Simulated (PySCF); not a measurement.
# How the method changes the constants of MgTe

State: ¹Σ⁺ (singlet), closed shell. Set-up: PySCF, spin-free X2C with a Gaussian nucleus, basis sets Mg x2c-SVPall, Te x2c-SVPall. De refers to Mg + Te in their high-spin ground configurations, without counterpoise correction. A positive dipole means Mg(−)Te(+).

| Level | Re (Å) | ωe (cm⁻¹) | De (eV) | μ (D) |
| --- | --- | --- | --- | --- |
| RHF | 2.475 | 358 | 0.055 | -7.78 |
| RHF-MP2 | 2.477 | 385 | 1.32 | n/a |
| RHF-SCS-MP2 | 2.487 | 373 | 1.14 | n/a |
| RHF-CCSD | 2.504 | 346 | 0.94 | n/a |
| RHF-CCSD(T) | 2.505 | 351 | 1.12 | n/a |
| PBE | 2.480 | 356 | 1.68 | -5.76 |
| r²SCAN | 2.461 | 372 | 1.63 | -6.51 |
| PBE0 | 2.462 | 367 | 1.49 | -6.49 |
| r²SCAN0 | 2.450 | 378 | 1.45 | -6.94 |
| M06 | 2.473 | 352 | 1.37 | -5.76 |
| M06-2X | 2.458 | 365 | 0.87 | -6.79 |
| ωB97X | 2.453 | 368 | 1.36 | -6.99 |

The bond length runs from 2.450 Å (r²SCAN0) to 2.505 Å (RHF-CCSD(T)). De spans 0.05 eV (RHF, mean field) to 1.68 eV (PBE, GGA). Correlation at CCSD(T) changes the Hartree–Fock bond energy by +1.07 eV; the triples alone change it by +0.18 eV.

Correlated steps freeze 19 core orbitals. Correlated levels converge slowly with the basis: in double zeta they bind strong bonds too weakly, by up to about 1 eV, and carry superposition errors of some tenths. These are scalar-relativistic numbers at best; spin–orbit coupling would shift them, the dissociation energy most. Where the molecule has an RHF reference, its open-shell atoms are computed with UHF.
